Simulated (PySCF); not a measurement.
This PySCF input asks for the NMR shieldings of `ClC(Cl)(Cl)[SiH2][SiH]1P[SiH2]P1`, CH7Cl3P2Si3; the geometry comes from GFN2-xTB.

```python
import basis_set_exchange as bse
import numpy as np
from pyscf import gto, dft
from pyscf.prop import nmr

atoms = """
Cl    1.920947    1.102262   -2.234046
C     2.719883    0.036225   -1.055713
Cl    4.338802    0.660653   -0.720452
Cl    2.870343   -1.583649   -1.769221
Si    1.652905   -0.080361    0.558869
Si   -0.453274   -0.725736   -0.198882
P    -1.911933   -1.124874    1.504875
Si   -3.101434    0.527716    0.524599
P    -1.727157    0.844380   -1.251463
H     1.767822    1.263734    1.138155
H     2.400013   -1.011045    1.403780
H    -0.503863   -1.925204   -1.048820
H    -1.281715   -0.306784    2.424045
H    -4.390207    0.009240    0.076797
H    -3.241393    1.710079    1.371800
H    -1.067339    1.947554   -0.735732
"""
names = dict.fromkeys(["Cl", "C", "Si", "P", "H"], "pcSseg-1")
basis = {el: gto.basis.parse(bse.get_basis(n, elements=[el], fmt="nwchem")) for el, n in names.items()}
mol = gto.M(atom=atoms, basis=basis, charge=0, verbose=0)
mf = dft.RKS(mol, xc="PBE0")
mf.grids.level = 2
mf.grids.alignment = dft.numint.BLKSIZE   # the property module wants whole blocks of grid points
mf.conv_tol = 1e-9
mf.kernel()

calc = nmr.RKS(mf)   # GIAO
C = mf.mo_coeff
Co = C[:, mf.mo_occ > 0]
resp = mf.gen_response(singlet=True, hermi=2)
def vind(x):   # induced exchange potential for any number of trial vectors
    d = np.einsum("pi,xij,qj->xpq", C, 2 * x.reshape(-1, C.shape[1], Co.shape[1]), Co, optimize=True)
    return np.einsum("xpq,pi,qj->xij", resp(d - d.transpose(0, 2, 1)), C, Co, optimize=True).ravel()
mo1, _ = nmr.rhf.solve_mo1(calc, with_cphf=vind)
sigma = calc.kernel(mo1)
for i, s in enumerate(sigma):   # ppm
    w = np.linalg.eigvalsh((s + s.T) / 2)
    print("%2d %-2s iso %8.1f  s11 %8.1f  s22 %8.1f  s33 %8.1f" % (i, mol.atom_pure_symbol(i), w.mean(), *w))
```

Question: Give the expected output.

Answer: 
```
 0 Cl iso    497.8  s11    152.7  s22    443.4  s33    897.5
 1 C  iso     74.0  s11     54.0  s22     81.4  s33     86.5
 2 Cl iso    496.6  s11    163.5  s22    407.6  s33    918.8
 3 Cl iso    502.4  s11    149.6  s22    440.0  s33    917.6
 4 Si iso    368.1  s11    320.6  s22    354.1  s33    429.7
 5 Si iso    417.5  s11    401.1  s22    406.6  s33    444.9
 6 P  iso    589.5  s11    450.0  s22    650.7  s33    667.7
 7 Si iso    410.9  s11    378.0  s22    416.5  s33    438.1
 8 P  iso    554.5  s11    384.5  s22    621.1  s33    658.0
 9 H  iso     26.9  s11     23.4  s22     26.4  s33     30.8
10 H  iso     27.0  s11     23.2  s22     26.5  s33     31.3
11 H  iso     26.3  s11     22.9  s22     25.9  s33     30.2
12 H  iso     29.4  s11     25.8  s22     28.5  s33     34.0
13 H  iso     26.9  s11     23.2  s22     24.6  s33     32.8
14 H  iso     26.5  s11     23.6  s22     24.3  s33     31.5
15 H  iso     28.7  s11     24.9  s22     28.9  s33     32.5
```

These numbers come from an equivalent density-fitted implementation of the same equations, which agrees with the script to about 0.01 ppm for H and up to a few tenths of a ppm for heavy atoms, so last digits may differ.

Size and cost of the density-fitted run: 244 basis functions, 2.1 min wall time on 1 thread of an Arm Neoverse N1, shared host; peak memory 1.1 GiB.
